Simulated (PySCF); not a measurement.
**Orbital energies and ionisation energy**

Compound: 1,1,1,2,2-pentafluoro-2-methoxyethane, C3H3F5O.
Cartesian coordinates in Å at the PBE0-D3(BJ)/def2-SVP level; atoms count from 1:
```xyz
12
C3H3F5O angstrom
C     -1.8530    0.2418   -0.1898
O     -0.6099    0.4852    0.4545
C      0.4087   -0.2952    0.0894
F      0.1593   -1.6023    0.3112
F      0.6929   -0.1849   -1.2253
C      1.6603    0.1070    0.8940
F      1.9974    1.3581    0.6170
F      2.6726   -0.6887    0.5772
F      1.4250    0.0004    2.1930
H     -2.2289   -0.7621    0.0564
H     -2.5469    0.9988    0.1917
H     -1.7553    0.3470   -1.2801
```

Level: wB97X-D/def2-SVPD (PySCF). Frontier orbitals with their largest atomic shares (Löwdin; up to four atoms above 4 %):

```tsv
orbital	ε (eV)	main atoms
HOMO−3	-14.26	F5 26 %, F4 25 %, F7 16 %, F9 16 %
HOMO−2	-13.08	C3 14 %, F4 14 %, F5 13 %, C6 12 %
HOMO−1	-12.73	O2 40 %, C1 20 %, H11 7 %, C3 5 %
HOMO	-11.62	?
LUMO	2.17	C1 31 %, H11 11 %, H10 9 %, H12 9 %
LUMO+1	2.84	C6 14 %, O2 11 %, F9 11 %, F7 11 %
LUMO+2	3.26	F5 17 %, F4 16 %, O2 15 %, F7 12 %
```

Q: What vertical ionisation energy does ΔSCF give, and how far is −ε(HOMO) from it?

A: ΔSCF: 12.21 eV (1179 kJ/mol; threshold wavelength 101.5 nm); ⟨S²⟩ of the doublet left behind is 0.754, against 0.75 for a pure doublet. −ε(HOMO) is 11.62 eV, 0.59 eV below it. For the exact functional −ε(HOMO) would equal the first vertical ionisation energy; wB97X-D (range-separated hybrid) falls short of its own ΔSCF value by 5 %.

Q: On which atoms does the HOMO lie?

A: O2 (ether oxygen) 56 %, C1 (methoxy carbon) 16 %, H10 (methyl hydrogen) 8 %, H12 (methyl hydrogen) 7 %, so more than half of it is on one atom. The HOMO−1 lies 1.11 eV lower.

Q: What total energies stand behind the ΔSCF value?

A: E(N) = -689.88693 Eh and E(N − 1) = -689.43804 Eh at the same geometry, 0.44889 Eh apart.

Q: What kinetic energy would electrons from this vertical process carry with He II light (40.814 eV)?

A: 40.81 − 12.21 = 28.60 eV.

Q: How many of the 10 lowest singlet excitations (vertical TDDFT, same level) lie below the ionisation energy?

A: All 10; they run from 9.40 to 11.51 eV.

Q: Shift the occupied levels rigidly so that −ε(HOMO) equals the ΔSCF value. What binding energies result?

A: The shift is +0.59 eV: HOMO 12.21, HOMO−1 13.32, HOMO−2 13.67, HOMO−3 14.85 eV. A rigid shift is only a rough guide to the deeper ionisations.

Isolated species at its PBE0-D3(BJ)/def2-SVP geometry (one conformer only).

wB97X-D is run here without its empirical dispersion term; that term would change no orbital, density or response property at a fixed geometry.
